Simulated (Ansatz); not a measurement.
`[NH2][GeH2][NH][GeH2][NH2]` + `N[SiH2][SiH2]Cl` → `[NH2][GeH2][SiH2]Cl` + `N[SiH2][NH][GeH2][NH2]`  (redistribution)

Isolated molecules relaxed with PBE0-D4/def2-TZVP in Ansatz; ΔE leaves out vibrations. CCSD(T)/CBS is the MP2 limit (def2-TZVPP, def2-QZVPP) plus CCSD(T) − MP2 in def2-TZVPP, frozen cores. DFT in def2-TZVPP. B3LYP here is the variant with VWN-RPA as its local correlation; programs differ in this. For Ge outer-core shells are correlated without core-valence functions, which leaves a few kJ/mol of doubt a bond. Scalar relativity is left out up to krypton. One conformer a species, not always the lowest.

```json
{"level": "PBE0-D4", "ΔE (eV)": "-0.60"}
{"level": "PBE", "ΔE (eV)": "-0.62"}
{"level": "B3LYP", "ΔE (eV)": "-0.68"}
{"level": "HF/def2-TZVPP", "ΔE (eV)": "-0.66"}
{"level": "MP2/def2-QZVPP", "ΔE (eV)": "-0.64"}
{"level": "SCS-MP2/def2-QZVPP", "ΔE (eV)": "-0.63"}
{"level": "HF/CBS(def2)", "ΔE (eV)": "-0.68"}
{"level": "CCSD/CBS(def2)", "ΔE (eV)": "-0.64"}
```

(1) What does CCSD(T)/CBS give? (Best estimate.)

Largest T1 diagnostic among the species: 0.011.

## Answers

(1) Computed: -0.62 eV. The listed levels differ from it by 0.02, 0.00, -0.06, -0.04, -0.02, -0.01, -0.06, -0.02 eV.

In def2-TZVPP, CCSD(T) changes the Hartree–Fock value by +0.06 eV (the triples alone add +0.02 eV) and MP2 by +0.04 eV. The D4 term adds +0.05 eV with B3LYP and +0.03 eV with PBE0; it sums over pairs of atoms, weighted by their polarisabilities, and B3LYP, whose exchange is more repulsive, gets the larger term.
